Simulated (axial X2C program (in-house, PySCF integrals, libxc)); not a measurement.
## Curves of RhI from open-shell CI on d8 s0

Calculated with an in-house all-electron X2C program for linear molecules (integrals from PySCF): two-component X2C with atomic mean-field Coulomb and Gaunt terms, basis Rh dyall-v2z, I dyall-v2z (cores contracted in-house). Orbitals come from Hartree–Fock averaged over the configuration Rh d8 s0; CI then distributes these electrons over the d, s shells of Rh.

Scan along the bond; masses Rh 102.906 u, I 126.904 u. Energies in cm⁻¹ from the lowest point; levels are followed by energy order within each Ω. Lowest level at 2.705 Å: 100% d8.

```tsv
R (Å)	(1)Ω=3	(1)Ω=2	(1)Ω=1	(1)Ω=0	(1)Ω=4	(2)Ω=2	(2)Ω=1
2.516	1392	1577	1817	1937	1739	3774	3807
2.610	323	470	699	820	786	2687	2721
2.705	0	109	316	429	528	2339	2373
2.813	278	346	522	620	835	2587	2615
2.921	1019	1050	1193	1275	1574	3301	3317
3.043	2210	2205	2313	2376	2739	4465	4466
3.192	3951	3913	3983	4027	4435	6182	6163
```

Question: Fit the curves (1)Ω=3, (1)Ω=2, (1)Ω=1, (1)Ω=0, (1)Ω=4, (2)Ω=2, (2)Ω=1 near their minima.

Answer: From the open-shell CI curves, Te from the lowest:

| level | Te (cm⁻¹) | Re (Å) | ωe (cm⁻¹) |
| --- | --- | --- | --- |
| (1)Ω=3 | 0 | 2.709 | 186.0 |
| (1)Ω=2 | 106 | 2.716 | 184.0 |
| (1)Ω=1 | 310 | 2.721 | 181.6 |
| (1)Ω=0 | 420 | 2.723 | 180.1 |
| (1)Ω=4 | 528 | 2.701 | 182.1 |
| (2)Ω=2 | 2338 | 2.714 | 184.2 |
| (2)Ω=1 | 2371 | 2.714 | 183.2 |

Without dynamic correlation distances can be off by several hundredths of an Å (long for ionic bonds, short for multiple bonds) and the wavenumbers are rough.

The 7 lowest curves are shown; the next is (2)Ω=0, from 2437 cm⁻¹.

There is no dynamic correlation: spin–orbit spacings and, for f shells, spacings inside one term are the most reliable numbers, splittings between terms come out too wide, and energies between configurations are not reliable, so the lowest level need not be the ground state of the molecule. For d shells the ligand-field splittings (σ, π, δ) and their order can be off by a thousand cm⁻¹ or more. At most 4 roots were kept for each Ω > 0 (twice that for Ω = 0) within 3.2 eV of the lowest, so higher up levels can be missing between those listed; levels with Ω > 0 are doubly degenerate and listed once, Ω = 0 levels singly. States that fill the shells left empty in the average are placed too high.
